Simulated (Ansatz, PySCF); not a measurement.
Pulling on the B1–H2 bond in C2H5B (SMILES BC=C) (multiplicity 1 held, fragments rigid). Energies count from the point at 1.194 Å.
Geometry at that point (charge 0, multiplicity 1):
```xyz
8

B     -0.19234     0.13481     1.34229
H     -0.50441     1.28521     1.41150
H     -0.13703    -0.51541     2.34022
C      0.12717    -0.46654    -0.03329
C      0.06087     0.27672    -1.14769
H      0.41542    -1.50959    -0.14141
H      0.28057    -0.11862    -2.13458
H     -0.22108     1.32325    -1.10132
```

R- and RO- levels are restricted; in cc, def2 and unpolarised 6-31G sets they are followed outwards from rest. Unrestricted levels (U-) break spin symmetry where that is lower. Curves can end on different states.

Rows in 3-21G carry no dispersion term and start afresh at each structure.

Run with Ansatz (Gaussian orbitals); PySCF for 3-21G rows. 

Problem. One of these levels gives 180.94 kcal/mol for the energy at R = 3.821 Å. Name it.
(A) U-PBE/cc-pVTZ
(B) R-HF/3-21G
(C) R-wB97X-V/cc-pVTZ

Solution. B, R-HF/3-21G. The others give 105.86 (U-PBE/cc-pVTZ), 155.66 (R-wB97X-V/cc-pVTZ)

Doubts at one or more of the structures used: a restricted determinant that unrestricted orbitals would lower (R-HF/3-21G, R-wB97X-V/cc-pVTZ); a spin-contaminated determinant (U-PBE/cc-pVTZ).

Ansatz is a first-principles code.
